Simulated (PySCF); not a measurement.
# Broadened absorption spectrum of C6H6Cl2O

Species: C₆H₆Cl₂O.
Cartesian coordinates in Å at the GFN2-xTB level; atoms count from 1:
```
atom  x, y, z in Å
O1     2.1650    2.0504    0.4122
C2     1.4484    1.1192    0.1545
C3     1.5453    0.2107   -1.0031
C4     0.6241   -0.7444   -0.9318
C5    -0.2359   -0.6322    0.2967
C6    -1.7164   -0.6132   -0.0708
Cl7   -2.0781    0.7413   -1.1709
Cl8   -2.7175   -0.4705    1.3935
C9     0.2583    0.6486    0.9776
H10    2.2836    0.3438   -1.7730
H11    0.4670   -1.5364   -1.6443
H12   -0.0797   -1.5058    0.9396
H13   -2.0198   -1.5294   -0.5820
H14   -0.5013    1.4306    0.9655
H15    0.5525    0.4954    2.0146
```

Theory: TDDFT PBE0/def2-SVPD, vertical, gas phase, core orbitals frozen in the response (PySCF 2.14.0, density-fitted response routines).

Computed states:

```csv
state,E (eV),f
S1,3.76,0.0001
S2,5.96,0.148
S3,6.16,0.0019
S4,6.18,0.0009
S5,6.36,0.134
S6,6.64,0.0036
```

Each state is given a Gaussian of 0.4 eV full width at half maximum, with ε(max) = 2.175×10⁸ f / Δν̃ (Δν̃ the width in cm⁻¹). The cross-section is σ = 3.8235×10⁻²¹ ε cm², given in Mb (10⁻¹⁸ cm²). The width is an assumption, not a result. The curve ends short of the highest state used, and states not computed would add to its high-energy end.

Task: What does the envelope look like, and where are its maxima?

Result: 
(E (eV), σ (Mb)): (3.16, 0.00), (3.28, 0.00), (3.41, 0.00), (3.53, 0.01), (3.66, 0.03), (3.78, 0.04), (3.91, 0.02), (4.03, 0.01), (4.16, 0.00), (4.28, 0.00), (4.41, 0.00), (4.54, 0.00), (4.66, 0.00), (4.79, 0.00), (4.91, 0.00), (5.04, 0.00), (5.16, 0.00), (5.29, 0.02), (5.41, 0.20), (5.54, 1.77), (5.66, 7.96), (5.79, 23.16), (5.92, 38.40), (6.04, 40.31)

Maxima: 330 nm (3.76 eV), ε about 9.4, made up of S1 (100%); 207 nm (6.00 eV), ε about 11000, made up of S2 (91%) (ε in L mol⁻¹ cm⁻¹; maxima over ε = 5, shares over 10%).

Task: Coming from long wavelengths, where does ε first pass 100 L mol⁻¹ cm⁻¹?

Result: At about 228 nm (5.45 eV), 1.69 eV above S1.

Task: What would ε be at 6.00 eV, the highest of these maxima, with half the width (0.2 eV)?

Result: About 18000 L mol⁻¹ cm⁻¹ against 10700, a factor of about 1.7; a lone state at its own centre would give exactly 2.

Task: On this curve, what absorbance would a 10⁻⁵ mol/L sample give at 308 nm over a 1 cm path?

Result: 308 nm is 4.025 eV, where ε is about 2.7 L mol⁻¹ cm⁻¹, so A = ε c l ≈ 2.7e-05 (Beer–Lambert, with the gas-phase spectrum and the assumed width).

One conformer stands for the species.
